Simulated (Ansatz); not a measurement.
Compare A (`CCC[S][AlH2]`) with its isomer B (`C[CH2][Al]([CH3])[SH]`).

Program: Ansatz. Geometries: PBE0-D4/def2-TZVP. ΔE: electronic, gas phase. CBS: MP2 limit from def2 TZ/QZ plus the TZ coupled-cluster correction, frozen cores. Functionals use def2-TZVPP. B3LYP here is the variant with VWN-RPA as its local correlation; programs differ in this. Each species was taken in one conformer, which may not be the lowest.

A:

Z-matrix (Å, degrees):
```
C
C 1 1.520
H 1 1.093 2 111.2
H 1 1.093 2 111.2 3 120.0
H 1 1.092 2 111.1 3 -120.0
C 2 1.516 1 111.9 3 -60.4
H 2 1.094 1 110.4 3 61.4
H 2 1.095 1 110.0 3 178.3
S 6 1.830 2 113.1 1 175.7
H 6 1.092 2 110.7 1 -61.0
H 6 1.093 2 110.6 1 57.7
Al 9 2.168 6 101.6 2 88.4
H 12 1.580 9 118.0 6 -177.9
H 12 1.586 9 117.5 6 2.8
```

B:

Z-matrix (Å, degrees):
```
C
C 1 1.527
H 1 1.094 2 111.7
H 1 1.094 2 112.2 3 120.1
H 1 1.094 2 111.6 3 -119.7
Al 2 1.960 1 117.4 3 59.9
H 2 1.098 1 110.2 3 -62.9
H 2 1.098 1 110.2 3 -177.4
S 6 2.195 2 119.3 1 0.3
C 6 1.949 2 123.8 1 -179.6
H 9 1.344 6 94.1 2 -0.0
H 10 1.095 6 110.9 2 60.7
H 10 1.095 6 111.0 2 -57.6
H 10 1.092 6 112.5 2 -178.6
```

Question: Which isomer does CCSD(T)/CBS put lower? Give the gap. (Best estimate.)

Answer: Computed: B, by 89.0 kJ/mol.

Question: Give E(B) − E(A) in kJ/mol with B2PLYP, CCSD/def2-TZVPP, B3LYP, r2SCAN-D4, PBE-D4, B3LYP-D4, CCSD(T)/def2-TZVPP. (An estimate is asked.)

Answer: The calculation gave: B2PLYP -91.1, CCSD/def2-TZVPP -89.1, B3LYP -92.5, r2SCAN-D4 -95.5, PBE-D4 -90.2, B3LYP-D4 -89.4, CCSD(T)/def2-TZVPP -88.7. None reverses the order clearly.

Largest T1 diagnostic: 0.010.

In def2-TZVPP, CCSD(T) changes the Hartree–Fock value by −10.2 kJ/mol (the triples alone add +0.4 kJ/mol) and MP2 by −11.7 kJ/mol. The D4 term adds +3.0 kJ/mol with B3LYP and +1.3 kJ/mol with PBE0; it sums over pairs of atoms, weighted by their polarisabilities, and B3LYP, whose exchange is more repulsive, gets the larger term.
